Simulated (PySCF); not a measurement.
SMILES Cl[Si](Cl)(Cl)C#C[SiH](Cl)Cl (B3LYP/def2-SVP optimised geometry):

```
10

Si    -0.793     1.956     0.024
Cl    -0.086     2.920    -1.656
Cl    -2.855     1.951     0.025
C     -0.204     0.221    -0.003
C      0.201    -0.935     0.000
Si     0.802    -2.654     0.000
Cl     2.855    -2.654     0.000
Cl     0.114    -3.614     1.680
Cl     0.112    -3.618    -1.676
H     -0.305     2.654     1.230
```

Calculation: B3LYP/def2-TZVP (PySCF 2.14.0).

Question: What are the frontier orbital energies and the dipole moment?

Answer: HOMO-2 -9.20 eV, HOMO-1 -8.84 eV, HOMO -8.76 eV, LUMO -2.09 eV, LUMO+1 -2.06 eV; dipole moment 0.93 D.

Meta-Löwdin charges at B3LYP/def2-TZVP: Si1 0.89, Cl2 -0.27, Cl3 -0.27, C4 -0.25, C5 -0.27, Si6 1.01, Cl7 -0.25, Cl8 -0.25, Cl9 -0.25, H10 -0.09.
